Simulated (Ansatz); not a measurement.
```yaml
crystal:
  periodic: [false, false, false]
  atoms:
    - {symbol: W, position_ang: [0.213951, -1.434925, -0.065792]}
    - {symbol: W, position_ang: [-1.543092, 0.061380, 0.655926]}
    - {symbol: W, position_ang: [0.461270, 1.353234, 0.255147]}
    - {symbol: B, position_ang: [0.488156, -0.225977, 1.587003]}
    - {symbol: B, position_ang: [1.058022, 0.048477, -1.236467]}
    - {symbol: B, position_ang: [-0.678298, 0.197811, -1.195817]}
basis:
  gaussian: {orbitals: def2-TZVPD}
total_charge: -1
hamiltonian: {xc: {name: r2SCAN}, dispersion: d4}
output: {forces: true}
```

```sh
$ ansatz run in.yaml --threads 4 --pin off --events-out ev --progress --plain --max-ram 4787MiB
```

It prints (some lines left out):

```
Functional definition: r2SCAN
1533 factors; their error is unknown
mean field evaluation 1: about -7481.8028 eV, gradient 9.9e1 eV
mean field evaluation 2: about -6881.8974 eV, gradient 4.1e2 eV
mean field evaluation 4: about -7462.1820 eV, gradient 1.4e2 eV
mean field evaluation 8: about -7505.1632 eV, gradient 6.8e-2 eV
mean field evaluation 16: about -7501.4965 eV, gradient 2.8e1 eV
mean field evaluation 32: about -7504.9030 eV, gradient 2.5e0 eV
mean field evaluation 64: about -7504.5266 eV, gradient 1.3e1 eV
mean field -7505.15121524 eV, -275.8092199857 hartree, gradient 5.5e-5 eV, S^2 0.000000; 6 other end points of the search recorded, 0 dependent functions left out
reference -7505.15122712 eV, -275.8092204225 hartree; 29, 29 occupied and 211, 211 virtual orbitals, 1533 factors
Total energy: -7505.22730401 eV, -275.8120161967 hartree
Atom 0 at     0.213951    -1.434925    -0.065792 Å, force    -0.655223    -0.077178    -0.180411 eV/Å
Atom 1 at    -1.543092     0.061380     0.655926 Å, force     0.998610    -0.079319    -0.080881 eV/Å
Atom 2 at     0.461270     1.353234     0.255147 Å, force    -0.628071     0.228524    -0.145264 eV/Å
Atom 3 at     0.488156    -0.225977     1.587003 Å, force    -0.078748     0.020093    -0.113883 eV/Å
Atom 4 at     1.058022     0.048477    -1.236467 Å, force    -0.264719    -0.001617     0.217969 eV/Å
Atom 5 at    -0.678298     0.197811    -1.195817 Å, force     0.628152    -0.090503     0.302470 eV/Å
Dipole moment:    -0.381651    -0.033710     0.587019 e Å
```

It took 42 s on 4 threads of Arm Neoverse V1 on a shared host, peak host memory 0.56 GiB.

In the def2 sets W takes a core potential; there is no spin–orbit coupling. This restricted singlet of an open-shell metal wasn't tested against broken symmetry or higher spin.

The dipole of an ion depends on the origin.
